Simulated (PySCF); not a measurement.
phosphorus nitride (NP), SMILES N#P.

The structure is a stationary point at B3LYP-D3(BJ)/def2-TZVPD.

Level of theory: PySCF with TDDFT-PBE/def2-TZVPD.

Vertical excitations; the highest root listed may be one member of a degenerate set. Isolated molecule, no solvent. State labels are in the subgroup C2v.

Computed UV-visible absorptions:
```json
[
 {"state": "S1", "symmetry": "B1", "energy (eV)": "4.89", "λ (nm)": "254", "f": "0.003", "main pairs": "HOMO→LUMO (degenerate set)"},
 {"state": "S2", "symmetry": "B2", "energy (eV)": "4.89", "λ (nm)": "254", "f": "0.003", "main pairs": "HOMO→LUMO+1 (degenerate set)"},
 {"state": "S3", "symmetry": "A2", "energy (eV)": "5.02", "λ (nm)": "247", "f": "0.000", "main pairs": "HOMO−1→LUMO 50 %, HOMO−2→LUMO+1 50 %"},
 {"state": "S4", "symmetry": "A2", "energy (eV)": "5.34", "λ (nm)": "232", "f": "0.000", "main pairs": "HOMO−2→LUMO+1, HOMO−1→LUMO (degenerate set)"},
 {"state": "S5", "symmetry": "A1", "energy (eV)": "5.34", "λ (nm)": "232", "f": "0.000", "main pairs": "HOMO−2→LUMO, HOMO−1→LUMO+1 (degenerate set)"},
 {"state": "S6", "symmetry": "A1", "energy (eV)": "7.42", "λ (nm)": "167", "f": "0.010", "main pairs": "HOMO→LUMO+2 52 %, HOMO−1→LUMO+1 22 %, HOMO−2→LUMO 22 %"},
 {"state": "S7", "symmetry": "A1", "energy (eV)": "8.35", "λ (nm)": "148", "f": "0.001", "main pairs": "HOMO→LUMO+3 80 %, HOMO→LUMO+2 16 %"},
 {"state": "S8", "symmetry": "B1", "energy (eV)": "8.54", "λ (nm)": "145", "f": "0.057", "main pairs": "HOMO−2→LUMO+2 (degenerate set)"},
 {"state": "S9", "symmetry": "B2", "energy (eV)": "8.54", "λ (nm)": "145", "f": "0.057", "main pairs": "HOMO−1→LUMO+2 (degenerate set)"},
 {"state": "S10", "symmetry": "B2", "energy (eV)": "8.94", "λ (nm)": "139", "f": "0.057", "main pairs": "HOMO−1→LUMO+3 100 %"},
 {"state": "T1", "symmetry": "A1", "energy (eV)": "3.76", "λ (nm)": "330", "f": "0", "main pairs": "HOMO−2→LUMO 50 %, HOMO−1→LUMO+1 50 %"},
 {"state": "T2", "symmetry": "B1", "energy (eV)": "3.81", "λ (nm)": "326", "f": "0", "main pairs": "HOMO→LUMO (degenerate set)"},
 {"state": "T3", "symmetry": "B2", "energy (eV)": "3.81", "λ (nm)": "326", "f": "0", "main pairs": "HOMO→LUMO+1 (degenerate set)"},
 {"state": "T4", "symmetry": "A2", "energy (eV)": "4.19", "λ (nm)": "296", "f": "0", "main pairs": "HOMO−1→LUMO 50 %, HOMO−2→LUMO+1 50 %"}
]
```
Triplets are in the Tamm–Dancoff approximation, which puts them higher than full response would, so one can lie above its singlet here.
